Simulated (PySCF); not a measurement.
H8N2OSi2, SMILES N[Si@@H](O)[SiH2]N.

Geometry optimised at PBE-D3(BJ)/def2-SVP. The structure was generated by enumeration; whether it is a known compound was not checked. One conformer was computed; it need not be the lowest.

These are SMD-M06-2X/def2-SVP run with PySCF values and carry that method's errors.

Solvation free energies are E(SMD) − E(gas) at the gas-phase geometry, for 1 M in both phases. In vacuum the dipole moment is 3.20 D.

Q: Estimate the solvation free energies in water, ethylethanoate, tetrahydrofuran. (The exact figures need the calculation; the answer reports its results.)

A: 
```tsv
solvent	ΔG(solv) (kcal/mol)	its non-electrostatic (CDS) part	dipole (D)
water	-6.5	4.9	4.15
ethylethanoate	-5.6	0.8	3.80
tetrahydrofuran	-5.7	1.1	3.83
```
